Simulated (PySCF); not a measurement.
Run record: excited-state job, GaH2(SMe), `[H][Ga]([H])[S]C`.

Method: TDDFT CAM-B3LYP/def2-SVPD, vertical, gas phase, core orbitals frozen in the response (PySCF 2.14.0, density-fitted response routines). Geometry: PBE0-D3(BJ)/def2-SVP. A driver script takes a list of jobs; this job's settings line and coordinates (Å) are shown.

Input:
```
{"job": {"kind": "uv", "xc": "CAM-B3LYP", "basis": "def2-SVPD", "ip": false, "nstates": 15}, "charge": 0, "multiplicity": 1}
Ga     0.531734     1.424560    -0.914648
H      1.849835     0.586378    -1.026180
H      0.259203     2.849765    -1.491276
S     -1.139181     0.507455     0.162397
C     -0.469411    -1.092933     0.726429
H      0.529402    -1.288507     0.313006
H     -1.151708    -1.892275     0.406730
H     -0.409885    -1.094432     1.823532
```

Task: What does the run print?

Result: 
```
coarse grid: 31272 points
cycle   1  E = -2363.8343646664  dE = -4.829e-01  |g| = 5.134e-01  |ddm| = 2.974e+00
cycle   2  E = -2363.8307831118  dE =  3.582e-03  |g| = 5.951e-01  |ddm| = 1.018e+00
cycle   3  E = -2363.8783312213  dE = -4.755e-02  |g| = 2.127e-02  |ddm| = 5.487e-01
cycle   4  E = -2363.8784770797  dE = -1.459e-04  |g| = 8.895e-03  |ddm| = 5.662e-02
cycle   5  E = -2363.8785059538  dE = -2.887e-05  |g| = 3.451e-03  |ddm| = 1.830e-02
cycle   6  E = -2363.8785092440  dE = -3.290e-06  |g| = 7.025e-04  |ddm| = 5.641e-03
final grid: 63104 points
cycle   7  E = -2363.8784898961  dE = -1.178e-07  |g| = 6.338e-04  |ddm| = 2.083e-03
cycle   8  E = -2363.8784899000  dE = -3.972e-09  |g| = 6.279e-04  |ddm| = 1.496e-03
cycle   9  E = -2363.8784900023  dE = -1.023e-07  |g| = 3.781e-05  |ddm| = 7.370e-04
cycle  10  E = -2363.8784900030  dE = -6.821e-10  |g| = 1.401e-05  |ddm| = 7.029e-05
converged SCF energy = -2363.8784900030

Static polarisability (au): isotropic 66.248, principal 50.662 64.736 83.346

Singlet excitations
state   eV       nm        f      main configurations
  1   5.0888    243.6   0.07782   H->L 0.94
  2   5.3761    230.6   0.00201   H-1->L 0.97
  3   5.9494    208.4   0.00115   H-2->L 0.91
  4   6.0679    204.3   0.01332   H->L+2 0.70, H->L+3 0.11
  5   6.4252    193.0   0.04518   H->L+3 0.73, H->L+2 0.16
  6   6.8263    181.6   0.01759   H->L+1 0.81, H->L+4 0.10
  7   7.2626    170.7   0.06506   H-1->L+2 0.43, H-1->L+3 0.28, H-1->L+1 0.17
  8   7.4243    167.0   0.20015   H-1->L+3 0.57, H-1->L+2 0.30
  9   7.4883    165.6   0.03532   H->L+4 0.79
 10   7.8103    158.7   0.07703   H->L+6 0.45, H->L+5 0.23, H-1->L+1 0.20
 11   7.8446    158.1   0.07161   H->L+5 0.49, H-1->L+1 0.19, H-3->L 0.09
 12   7.8782    157.4   0.08174   H->L+6 0.44, H-1->L+1 0.28, H-1->L+2 0.08
 13   7.9436    156.1   0.02615   H-3->L 0.82, H->L+5 0.11
 14   8.1343    152.4   0.09665   H-2->L+2 0.64, H-2->L+1 0.14, H-1->L+4 0.09
 15   8.2027    151.2   0.00460   H->L+7 0.53, H->L+9 0.20, H->L+3 0.10

Triplet excitations (Tamm-Dancoff, eV): 4.1757 5.0304 5.4807 5.6805
```

The SCF starts on a coarse grid where the log names one; the energy can jump when the final grid takes over, and dE then counts from the start density on the new grid. H and L stand for HOMO and LUMO; the number after each pair is its weight.

Task: Which computed singlet has the largest oscillator strength, and what do all of them sum to?

Result: State 8 at 7.42 eV (167 nm), f = 0.200; the 15 states sum to 0.815.

Task: Give S1 in cm⁻¹ and kJ/mol.

Result: 5.0888 eV × 8065.54 = 41044 cm⁻¹; × 96.485 = 491.0 kJ/mol.

Summary of the converged run: HOMO -8.43 eV, LUMO -0.52 eV; lowest singlet 5.09 eV; lowest triplet 4.18 eV (Tamm–Dancoff); mean polarisability 66.2 au.

 The CAM-B3LYP/def2-SVPD calculation is non-relativistic and has no spin–orbit coupling, an omission that weighs most on gallium.

Time: 19 s. Hardware: one thread, Arm Neoverse N1 (shared host).

One conformer stands for the species.
Labels such as C1 count atoms from 1, the log's own numbers from 0.
